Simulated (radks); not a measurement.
Question: All-electron atom: neutral copper in [Ar] 3d8 4s1 4p2 (not the ground configuration). All-electron calculation, non-relativistic Kohn-Sham, r2SCAN, spin-unpolarised, spherical densities, point nucleus; meta-GGA in the generalised Kohn-Sham scheme. Program: a radial shooting solver on a logarithmic mesh with Libxc functionals. Some entries of the table are withheld. Estimate them.

orbital,occ.,eigenvalue (eV),r(max) (bohr)
1s,2,-8789.948,0.03489
2s,2,-1067.891,(1)
2p,6,-936.4878,0.1596
3s,2,-131.1131,0.6191
3p,6,(2),0.6202
3d,8,(3),0.5899
4s,1,-9.2993,2.051
4p,2,-3.3517,2.597

Answer: 
(1) 2s r(max) (bohr): 0.1996
(2) 3p eigenvalue (eV): -89.4287
(3) 3d eigenvalue (eV): -19.8217
